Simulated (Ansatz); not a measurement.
Computed with Ansatz on PBE0-D4/def2-TZVP structures; ΔE is electronic, products minus reactants. CCSD(T)/CBS is the MP2 limit (def2-TZVPP, def2-QZVPP) plus CCSD(T) − MP2 in def2-TZVPP, frozen cores. This one scheme is used for every species. Functionals use def2-TZVPP. HSE06 is defined as in plane-wave codes. One conformer a species, not always the lowest.

Consider the silylene formation by 1,1-elimination: `C[SiH2][SiH2]S` → `C[SiH3]` + `[SiH]S`.

Q: Is it downhill or uphill in electronic energy at CCSD(T)/CBS, and by how much? (Best estimate.)

A: The calculation gave: Uphill: ΔE = +163.6 kJ/mol.

Q: What do these levels give: LDA (SPW92), BLYP-D4, HSE06-D4, BHLYP-D4, CAM-B3LYP-D4, r2SCAN, HSE06, LC-ωPBE, MP2/def2-SVP, CCSD/def2-SVP, CCSD(T)/def2-SVP, HF/CBS(def2)? (An estimate is asked.)

A: The calculation gave: LDA (SPW92) 185.2, BLYP-D4 143.8, HSE06-D4 178.0, BHLYP-D4 167.8, CAM-B3LYP-D4 162.6, r2SCAN 173.4, HSE06 168.3, LC-ωPBE 183.3, MP2/def2-SVP 160.0, CCSD/def2-SVP 143.6, CCSD(T)/def2-SVP 144.4, HF/CBS(def2) 143.0 kJ/mol.

Largest T1 diagnostic among the species: 0.016.

The D4 term adds +17.5 kJ/mol with B3LYP and +10.0 kJ/mol with PBE0; it sums over pairs of atoms, weighted by their polarisabilities, and B3LYP, whose exchange is more repulsive, gets the larger term. From BLYP to BHLYP (50 % exact exchange), in def2-TZVPP and without D4, ΔE moves by +29.5 kJ/mol. Leaving LDA and LC-ωPBE aside and taking each functional with its dispersion term where it has one, the values, not all of them listed here, spread over 37.8 kJ/mol, from BLYP-D4 to r2SCAN0-D4. LDA lies +28.7 kJ/mol from PBE without D4.

B3LYP here is the variant with VWN-RPA as its local correlation; programs differ in this.
